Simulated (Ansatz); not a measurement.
```yaml
atoms:
  - { symbol: Ti, position_ang: [0.0000, 0.0000, 0.0000] }
  - { symbol: Cl, position_ang: [0.0000, 0.0000, 2.2697] }
```

Basis set: pcseg-2 (spherical functions). Charge 0, multiplicity 4.

Computed with Ansatz (development build ahead of 0.2.0); each method stands on the lowest determinant of its kind that the runs found. Restricted functionals stand beside restricted open-shell atoms, which can lie above the unrestricted atoms usual in DFT and then raise those values.

The atomization energy at this shape (free ground-state atoms in the same class of orbitals less the molecule, no zero-point energy) of quartet TiCl:

```csv
method,atomization energy
PBE (unrestricted),5.03 eV
ROHF,3.74 eV
```

Question: What does PBE (restricted open-shell) give?

Answer: 5.15 eV. Caution: other spin multiplicities were not run. Caution for PBE (unrestricted): a free atom is spin contaminated. Caution for ROHF: no unrestricted run beside it, a lower state can exist.

The shape needn't be a minimum at these levels.
